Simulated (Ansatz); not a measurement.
Relaxation of Cl₃H₄PSn (9 atoms, charge 0, multiplicity 1), to a largest force component of 0.03 eV/Å in at most 50 steps.

Method: RKS PBE0-D4/def2-SVP (Ansatz).

```xyz
9
Properties=species:S:1:pos:R:3
Sn 0.256 -0.069 -0.089
H 0.199 -0.107 1.634
Cl 2.428 0.104 -0.915
Cl -0.952 1.732 -0.935
Cl -0.653 -2.010 -1.003
P -3.015 0.282 1.535
H -2.924 -0.615 0.427
H -3.400 -0.763 2.431
H -1.638 0.133 1.866
```

Problem. Where does it end, and by what steps?

Solution. It converged. The force dipped under the threshold on the way, but the program's further checks kept it going. After 12 steps the energy has fallen by 0.154 eV; H2 moved furthest, 0.60 Å.

```json
{"step": "0", "energy less start (eV)": "0.0000", "largest force component (eV/Å)": "0.454", "accepted": "yes"}
{"step": "1", "energy less start (eV)": "-0.1027", "largest force component (eV/Å)": "0.189", "accepted": "yes"}
{"step": "2", "energy less start (eV)": "-0.1309", "largest force component (eV/Å)": "0.092", "accepted": "yes"}
{"step": "3", "energy less start (eV)": "-0.1262", "largest force component (eV/Å)": "0.276", "accepted": "no"}
{"step": "4", "energy less start (eV)": "-0.1410", "largest force component (eV/Å)": "0.041", "accepted": "yes"}
{"step": "5", "energy less start (eV)": "-0.1470", "largest force component (eV/Å)": "0.048", "accepted": "yes"}
{"step": "6", "energy less start (eV)": "-0.1495", "largest force component (eV/Å)": "0.113", "accepted": "yes"}
{"step": "7", "energy less start (eV)": "-0.1509", "largest force component (eV/Å)": "0.084", "accepted": "yes"}
{"step": "8", "energy less start (eV)": "-0.1520", "largest force component (eV/Å)": "0.037", "accepted": "yes"}
{"step": "9", "energy less start (eV)": "-0.1528", "largest force component (eV/Å)": "0.032", "accepted": "yes"}
{"step": "10", "energy less start (eV)": "-0.1535", "largest force component (eV/Å)": "0.005", "accepted": "yes"}
{"step": "11", "energy less start (eV)": "-0.1537", "largest force component (eV/Å)": "0.052", "accepted": "yes"}
{"step": "12", "energy less start (eV)": "-0.1539", "largest force component (eV/Å)": "0.021", "accepted": "yes"}
```

```xyz
9
Properties=species:S:1:pos:R:3
Sn 0.522 -0.099 -0.152
H 0.787 -0.179 1.523
Cl 2.524 0.125 -1.318
Cl -0.824 1.711 -0.727
Cl -0.528 -2.020 -0.949
P -3.391 0.242 1.508
H -2.907 -0.685 0.534
H -3.775 -0.799 2.411
H -2.107 0.393 2.121
```

The run took 40 s on 4 threads of Intel(R) Xeon(R) Platinum 8259CL CPU @ 2.50GHz (Skylake/Cascade Lake) (shared host), peak memory 0.38 GiB.
